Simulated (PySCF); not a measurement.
## Ionisation energy of Se²⁺ by level of theory

Se²⁺ [Ar] 3d10 4s2 4p2 (3P) → Se³⁺ [Ar] 3d10 4s2 4p1 (2P), as a difference of total energies. All numbers are calculated (PySCF 2.14, scalar relativity through the core potential, in aug-cc-pwCVTZ-PP with ECP10MDF (8s7p6d4f1g, 96 functions)). Correlated levels: valence: 3s2 3p6 3d10 frozen. The calculations carry no spin-orbit coupling.

```csv
method,ionisation energy (eV),difference from reference (eV)
UHF,30.994,-0.703
MP2 (valence),31.403,-0.294
SCS-MP2 (valence),31.326,-0.371
CCSD (valence),31.436,-0.261
CCSD(T) (valence),31.460,-0.237
```

Reference: 31.697 ± 0.019 eV (measured; NIST Atomic Spectra Database, ionization energies).

The reference lies between the lowest fine-structure levels, while these numbers refer to the centres of the terms.

Errors of the correlated levels include the incompleteness of this basis and the frozen core.
